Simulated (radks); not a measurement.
Values are calculated unless marked as measured or tabulated.
Question: Coherent X-ray form factor from a spherical all-electron density. Level of theory: non-relativistic Kohn-Sham, Wu-Cohen GGA, spin-polarised, spherical densities, point nucleus (a radial shooting solver on a logarithmic mesh with Libxc functionals).

| sin(theta)/lambda (1/angstrom) | f0 (electrons) |
|---|---|
| 0.05 | 14.724 |
| 0.1 | 13.964 |
| 0.15 | 12.897 |
| 0.2 | 11.726 |
| 0.25 | 10.616 |
| 0.3 | 9.657 |
| 0.4 | 8.246 |
| 0.5 | 7.305 |
| 0.6 | 6.561 |
| 0.8 | 5.203 |
| 1 | 3.991 |
| 1.25 | 2.860 |
| 1.5 | 2.152 |
| 2 | 1.497 |

The species is in the configuration that NIST lists as its ground one. Which atom or ion scatters so?

Answer: The chlorine ion Cl2+, [Ne] 3s2 3p3. Extrapolating in s^2 from the first two rows gives f0(0) = 15.0, near the electron count 15; among species with that count, the fall with angle is slower the higher Z, and the table is that of Z = 17; from so few rows the species is fixed only to a neighbour or two.
